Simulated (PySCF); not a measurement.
**Electronic absorption of n-GeGeGeGeGeSiH14**

Species: n-GeGeGeGeGeSiH14.
Cartesian coordinates in Å at the PBE0-D3(BJ)/def2-SVP level; atoms count from 1:
```xyz
20
Ge5H14Si angstrom
Ge     2.245   -0.057   -1.446
Ge     1.767   -1.316    0.569
Ge     1.016    0.236    2.274
Ge    -0.788    1.582    1.366
Ge    -2.459    0.170    0.303
Si    -1.883   -0.475   -1.917
H      1.105    0.945   -1.714
H      2.392   -0.973   -2.675
H      3.548    0.742   -1.257
H      0.643   -2.336    0.299
H      3.022   -2.089    1.023
H      0.509   -0.523    3.517
H      2.187    1.144    2.703
H     -1.455    2.398    2.494
H     -0.222    2.574    0.331
H     -2.668   -1.092    1.167
H     -3.802    0.930    0.256
H     -0.692   -1.378   -1.917
H     -1.575    0.736   -2.736
H     -3.030   -1.203   -2.541
```

The calculation used TDDFT wB97X-D/def2-SVPD, vertical, gas phase, core orbitals frozen in the response (PySCF). The wB97X-D/def2-SVPD calculation is non-relativistic and has no spin–orbit coupling, an omission that weighs most on germanium.

Task: Predict the UV-vis stick spectrum at this level.

Result: 

```
state  E (eV)  E (kJ/mol)  λ (nm)       f     main configurations (H = HOMO, L = LUMO)
   S1    6.48         625   191.3   0.156          H→L+1 (52%), H→L (17%), H→L+3 (10%)
   S2    6.55         632   189.3   0.265          H→L+2 (47%), H→L (12%), H-1→L (12%)
   S3    6.64         641   186.7   0.118                     H→L (24%), H-1→L+1 (13%)
   S4    6.72         648   184.5   0.011    H-1→L+1 (37%), H-1→L+2 (28%), H→L+2 (18%)
   S5    6.79         655   182.5   0.080                     H-1→L (38%), H→L+2 (17%)
   S6    6.82         658   181.7   0.017          H→L (26%), H-1→L (13%), H→L+4 (12%)
   S7    6.85         661   181.1  0.0080    H-1→L+2 (23%), H-1→L+1 (16%), H→L+4 (12%)
   S8    6.91         667   179.4   0.095      H→L+5 (26%), H→L+3 (20%), H-1→L+4 (10%)
   S9    7.09         684   175.0   0.256  H-2→L+1 (21%), H-1→L+3 (12%), H-1→L+2 (11%)
  S10    7.13         688   173.8   0.039    H-1→L+3 (19%), H-2→L+2 (14%), H→L+3 (11%)
  S11    7.14         689   173.6   0.094     H-2→L+1 (30%), H-1→L+4 (18%), H→L+5 (9%)
  S12    7.21         696   171.9   0.025     H-1→L+5 (11%), H-2→L+2 (11%), H→L+3 (9%)
  S13    7.28         702   170.3  0.0031    H-1→L+4 (12%), H-2→L (11%), H-1→L+5 (10%)
  S14    7.32         706   169.5   0.027       H→L+6 (14%), H-3→L (12%), H-1→L+9 (9%)
  S15    7.37         711   168.3   0.064        H→L+5 (24%), H-2→L (13%), H→L+3 (11%)
```

Triplets, Tamm–Dancoff:

```csv
state,E (eV),λ (nm),"main configurations (H = HOMO, L = LUMO)"
T1,5.85,212.1,"H→L (51%), H-1→L (10%)"
T2,5.95,208.2,"H→L+1 (46%), H-1→L+2 (9%), H→L+2 (9%)"
T3,6.03,205.7,H→L+2 (38%)
T4,6.06,204.5,"H-1→L (28%), H→L+1 (19%)"
```

The lowest singlet comes at 191 nm (625 kJ/mol) in the vacuum ultraviolet; it is strong; its leading configuration is HOMO→LUMO+1 (52%). The strongest level in the table is S2 at 6.55 eV (189 nm, f = 0.265). S10/S11 lie within about 0.01 eV of each other. Löwdin shares by element: HOMO germanium 76% or more (atoms not listed hold the other 24%); LUMO germanium 48% or more (atoms not listed hold the other 52%). The oscillator strengths of these states sum to 1.258; summed over the whole spectrum of an exact calculation they would give the number of electrons, 188 (Thomas–Reiche–Kuhn). Of the 15 states listed, 13 reach f = 0.01 and none stays under 0.0005. Weighted by f, the mean energy of these states is 6.84 eV. The window holds the lowest 15 singlets.

The run took 2.6 min wall, 5.7 min CPU (grids of density and orbitals included) on an AMD EPYC 7R43 with 2 threads, shared host with 256 logical CPUs at a one-minute load of 76, and the process peaked at 2.6 GiB of memory.

One conformer stands for the species.
